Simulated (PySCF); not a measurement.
[PySCF 2.14.0 with density-fitted response routines: shieldings: GIAO PBE0/pcSseg-1; coordinates at the GFN2-xTB level; no solvent; one conformer; fast rotation and ring inversion assumed for equivalent nuclei; no relativistic terms]

Chemical shifts δ = σref − σ; 1H (σref 31.72) and 13C (σref 186.93) vs TMS, all at this level. Shifts are as computed. Against solution values, carbons near 30 ppm lie about +3 ppm off and those near 130 ppm about +5 ppm; carbons on Cl a further +6 ppm. Of 1211 compounds with measured shifts, 218 miss one by over three times the rms of a fit or turn the order of signals round; such compounds aren't used in these exercises. Carbons bonded to Cl come out too deshielded.

Q: Order these molecules by the shift of their most shielded carbon-bound hydrogen, lowest δ first.
A. C=Cc1pcoc1C1CC1
B. O=C1C=CC(Cl)=CC1=O
C. C[Si@@H]([SiH3])[Si@@H](C)[SiH3]
D. COC(=O)/C=C/C(F)F

A: C (0.20 ppm, hydrogen on a methyl carbon bonded to Si), A (0.97 ppm, hydrogen on a three-membered-ring carbon), D (4.00 ppm, hydrogen on a methyl carbon bonded to O), B (6.21 ppm, hydrogen on an α carbon of a C=C–C=O unit).

Q: Order these molecules by the shift of their most deshielded carbon, lowest δ first.
A. O=C1C=CC(Cl)=CC1=O
B. C[Si@@H]([SiH3])[Si@@H](C)[SiH3]
C. COC(=O)/C=C/C(F)F

A: B (-7.0 ppm, methyl carbon bonded to Si), C (172.4 ppm, ester carbonyl carbon), A (183.7 ppm, ketone carbonyl carbon).

Q: How many 13C and 1H signals does each give (equivalence by symmetry and fast rotation, but not about amide C–N or C=N bonds)? `C=Cc1pcoc1C1CC1`, `C[Si@@H]([SiH3])[Si@@H](C)[SiH3]`, `COC(=O)/C=C/C(F)F`, `O=C1C=CC(Cl)=CC1=O`

A: C=Cc1pcoc1C1CC1: 7 C, 7 H; C[Si@@H]([SiH3])[Si@@H](C)[SiH3]: 1 C, 3 H; COC(=O)/C=C/C(F)F: 5 C, 4 H; O=C1C=CC(Cl)=CC1=O: 6 C, 3 H.
